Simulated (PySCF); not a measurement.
Excitation energy of Kr⁺ by level of theory

Kr⁺ [Ar] 3d10 4s2 4p5 (2P) → Kr⁺ [Ar] 3d10 4s2 4p4 4d1 (high-spin determinant), as a difference of total energies. Calculation: PySCF 2.14, in aug-cc-pVQZ-DK; the spin-free X2C one-electron Hamiltonian (Gaussian nucleus). Correlated levels: valence: [Ar] 3d10 frozen. The calculations carry no spin-orbit coupling.

```csv
method,excitation energy (eV)
UHF,14.340
MP2 (valence),14.999
SCS-MP2 (valence),15.135
CCSD (valence),14.933
CCSD(T) (valence),14.910
```

Task: How much does correlation contribute at CCSD(T) (valence)?

Result: 14.910 − (14.340) = 0.570 eV, measured against UHF.

A first-order spin-orbit estimate (lowest level to lowest level, LS coupling) adds 0.007 eV.

The promoted electron is Rydberg-like, and one or two diffuse shells describe it only roughly, which tends to raise the upper state.

The determinant of the upper state mixes LS terms, which raises its energy above the lowest term, most at the Hartree-Fock and MP2 levels.
